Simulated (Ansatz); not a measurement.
```yaml
crystal:
  periodic: [true, true, true]
  atoms:
    - {symbol: C, position_ang: [-0.640862, 0.711233, 0.492302]}
    - {symbol: Ta, position_ang: [0.512490, -0.643783, -0.505275]}
    - {symbol: F, position_ang: [-0.521425, -1.341595, -1.783440]}
    - {symbol: S, position_ang: [0.961431, -2.057835, 0.925544]}
    - {symbol: Cl, position_ang: [2.311849, 0.408075, -1.188660]}
    - {symbol: H, position_ang: [-0.924243, 1.478990, -0.170667]}
    - {symbol: H, position_ang: [-0.106223, 1.130938, 1.293400]}
    - {symbol: H, position_ang: [-1.504505, 0.259065, 0.883231]}
basis:
  gaussian: {orbitals: ANO-RCC-VTZP}
magnetization: {spin_polarized: true, initial_magnetization: 0}
hamiltonian: {xc: {name: r2SCAN}}
correlation: {method: rpa}
```

```sh
$ ansatz run in.yaml --threads 4 --pin off --events-out ev --progress --plain --max-ram 10444MiB
```

It prints (some lines left out):

```
Error: YAML parse error: error: line 2 column 3: crystal: missing field `lattice` (a structure is typed as `lattice` and `atoms`, a molecule's as `atoms` in Å alone, or read from a run's directory, `checkpoint`)
 --> <input>:2:3
1 | crystal:
2 |   periodic: [true, true, true]
3 |   atoms:
4 |     - {symbol: C, position_ang: [-0.640862, 0.711233, 0.492302]}
```

Task: Something in this input is off. What?

Result: The molecule is marked periodic without a cell. The program refused the input.
